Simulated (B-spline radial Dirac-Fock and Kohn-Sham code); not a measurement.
## What relativity does to the binding energies of Tl³⁵⁺

System: the Tl³⁵⁺ ion in the configuration [Kr] 4d10.

Both columns are ΔSCF binding energies of the configuration average from a B-spline atomic structure program: non-relativistic Hartree-Fock with a point nucleus, and Dirac-Fock with a finite nucleus and the Coulomb interaction alone, averaged over the two j levels with weights 2j+1.

```
shell  Hartree-Fock (eV)  Dirac-Fock (eV)  shift (eV)  shift (%)
   1s            78920.5          87419.9    +8499.46     +10.77
   2s            14554.8          16844.3    +2289.54     +15.73
   2p            14036.2          14811.7     +775.46      +5.52
   3s             4558.7           5145.5     +586.78     +12.87
   3p             4316.0           4540.7     +224.70      +5.21
   3d             3870.2           3851.9      -18.28      -0.47
   4s             1949.1           2132.0     +182.95      +9.39
   4p             1838.5           1911.4      +72.81      +3.96
   4d             1636.8           1637.5       +0.66      +0.04
```

Relativity binds 1s, 2s, 2p, 3s, 3p, 4s, 4p, 4d more strongly, among those listed most of all 2s in relative terms, and 3d more weakly, because the contracted s and p shells screen the nucleus better.

Values without a named source are computed, but for edge energies of neutral atoms, which are taken from tables.
